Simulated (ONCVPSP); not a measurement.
**Ranking ONCV potentials for O**

All share these settings but for the change named:

| Quantity | Value |
| --- | --- |
| Element | oxygen |
| Generator | ONCVPSP 4.0.1 |
| Type | optimised norm-conserving Vanderbilt (ONCV) |
| Functional | LDA (Perdew-Zunger) |
| Relativity | scalar-relativistic |
| Frozen core | [He] |
| Valence charge | 6 |
| Reference configuration | 2s2 2p4 |
| Partial waves | 2s: rc 0.70 bohr, ncon 4, nbas 7, qcut 10.6 1/bohr, 1 projector; 2p: rc 1.25 bohr, ncon 3, nbas 7, qcut 13.2 1/bohr, 3 projectors, debl 1.8 Ha; d scattering state at 0.09 Ha: rc 1.30 bohr, ncon 3, nbas 6, qcut 8.2 1/bohr, 2 projectors, debl 4 Ha |
| Local potential | polynomial inside 0.50 bohr (lpopt 1, dvloc0 1 Ha) |
| Core correction | Teter function, fcfact 2, rcfact 1.5 |

Test errors are all-electron minus pseudo excitation energies from the reference, over 2s2 2p3; 2s2 2p2; 2s2 2p1; 2s0 2p6. None of these files shows a bound ghost.

The base gives 267.2 meV.

Of 9 variants that were run, those that failed, showed a ghost or another fault, or gave nearly equal values are left out.

A variant can come out equal or close to the base, since the largest error may sit in a test that the change hardly touches while other tests move.

(1) Rank these variants by their largest absolute test error, smallest first.
A. all radii but the core radius scaled by about 1.06 (s 0.74, p 1.34, d 1.38 bohr); local potential polynomial inside 0.54 bohr (lpopt 1, dvloc0 1 Ha)
B. all radii but the core radius scaled by about 1.32 (s 0.92, p 1.64, d 1.72 bohr); local potential polynomial inside 0.66 bohr (lpopt 1, dvloc0 1 Ha)
C. all radii but the core radius scaled by about 0.86 (s 0.60, p 1.08, d 1.12 bohr); local potential polynomial inside 0.42 bohr (lpopt 1, dvloc0 1 Ha)
D. all radii but the core radius scaled by about 0.97 (s 0.68, p 1.20, d 1.26 bohr); local potential polynomial inside 0.48 bohr (lpopt 1, dvloc0 1 Ha)
E. all radii but the core radius scaled by about 1.17 (s 0.82, p 1.46, d 1.52 bohr); local potential polynomial inside 0.58 bohr (lpopt 1, dvloc0 1 Ha)

## Answers

(1) C (209.5 meV), D (255.8 meV), A (334.7 meV), E (451.7 meV), B (704.8 meV).
